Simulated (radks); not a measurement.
Task: Mn III, configuration [Ar] 3d5. Method: Dirac Kohn-Sham, exchange-only B88, spin-unpolarised, spherical densities, point nucleus; open shells fill j = l - 1/2 first; computed with a radial shooting solver on a logarithmic mesh with Libxc functionals.

Spin-orbit splittings of the eigenvalues, e(l+1/2) - e(l-1/2), with zeta = 2 splitting/(2l+1) and mean radii in bohr:

shell  occ.  splitting (eV)  zeta (eV)  <r> j=l-1/2  <r> j=l+1/2
2p        6           10.44      6.963       0.2451       0.2480
3p        6               ?          ?       0.8986       0.9076
3d        5          0.1228    0.04911        1.156        1.161
4p        0          0.1020    0.06799        3.129        3.151

Estimate the 3p splitting.

Result: 1.272 eV (zeta = 0.8482 eV).
